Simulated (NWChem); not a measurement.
A series in which one site is exchanged, each optimised at PBE0/def2-SVP with NWChem, gas phase unless a solvent is named. This build's default masses of Se (78.918 u) and Br (79.917 u) are each other's, which moves their modes by up to 0.6 %. For some, no frequency run checked for a minimum. def2 effective core potentials on Cd, Te; no spin-orbit coupling.

A: [Se](C)F (CH₃FSe; site = Se)
B: [CH3][Mg][F] (CH$_{3}$FMg; site = Mg)
C: C[Te]F (CH3FTe; site = Te)
D: [Cd]([CH3])[F] (CH₃CdF; site = Cd)

Values for A:

| Property | Value |
|---|---|
| dipole (D), PBE0/def2-SVP | 2.51 |
| orbital gap (eV), PBE0/def2-SVP | 5.08 |
| vertical ionisation energy, ΔSCF, PBE/def2-SVP (eV) | 8.77 |

Question: How do these values change for the other members?

Answer: 
```tsv
change from A	B	C	D
dipole (D), PBE0/def2-SVP	-0.45	+0.30	+0.44
orbital gap (eV), PBE0/def2-SVP	+1.57	-0.96	+2.69
vertical ionisation energy, ΔSCF, PBE/def2-SVP (eV)	+1.20	-0.55	+1.78
```
